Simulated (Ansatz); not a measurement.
Relaxed structures of CH₃OTe (charge -1), singlet (PBE0-D4/def2-TZVPD; forces vanish, vibrations not checked; lower isomers may exist, and structures with a doubtful reference or unclear bonds are left out; Å). Program: Ansatz 0.2.0. Basis: def2-TZVPPD. Cores are frozen in the correlated methods. Filled d shells of the heavier atoms are correlated. Core potentials replace the inner electrons of the atoms past krypton. The def2 sets are not built for correlating such inner shells, so the correlated values are less sure here.

(1) Rank them by CCSD(T) energy, lowest first, and give each one's height above the lowest. Links in brackets join atoms within 1.22 times the sum of their covalent radii (1.1 for two metals). (Judge from chemistry; the value comes from the calculation.)
A.
CH₃OTe ([CH3][Te][O]), total charge -1
```
6
angstrom
C -0.3540 0.4966 -0.2868
Te 0.1029 -0.8524 1.3524
O 1.5371 -1.7990 0.6026
H -0.6215 -0.0904 -1.1667
H 0.5262 1.1046 -0.5012
H -1.1906 1.1406 -0.0003
```
B.
CH₃OTe ([CH2][TeH][O]), total charge -1
```
6
angstrom
C -0.4337 0.2634 -0.3616
Te -0.0474 -1.2427 0.9066
O 1.7649 -1.2601 1.2206
H -1.4054 0.1226 -0.8383
H -0.4686 -0.6732 2.5099
H -0.2387 1.2730 -0.0030
```
C.
CH₃OTe ([CH2][Te][OH]), total charge -1
```
6
angstrom
C -0.7224 0.1938 -0.1569
Te -0.0276 -0.9836 1.2802
O 2.0204 -1.4901 0.9535
H -0.9920 -0.2372 -1.1177
H 1.9789 -2.1862 0.2921
H -0.4500 1.2461 -0.1623
```
D.
CH₃OTe ([CH3][O][Te]), total charge -1
```
6
angstrom
C -0.3017 0.3728 -0.1525
Te 1.5065 -1.7717 0.5992
O -0.0393 -0.4695 0.9145
H -0.5782 -0.1744 -1.0708
H 0.5584 1.0151 -0.4113
H -1.1456 1.0276 0.1210
```

The T1 diagnostic stays at or below 0.020.

## Answers

(1) By the calculation: D (0.0 kJ/mol), A (65.8 kJ/mol), C (95.8 kJ/mol), B (256.8 kJ/mol). Heights count from the lowest.

For scale, one of the runs: CCSD(T)/def2-TZVPPD, 187 basis functions, launched by `ansatz run in.yaml --threads 2 --pin off --events-out ev --progress --plain --max-ram 4352MiB`. The run took 120 s on 2 CPU threads of an Arm Neoverse V1 (shared host), with 2.3 GiB of host memory at its peak.
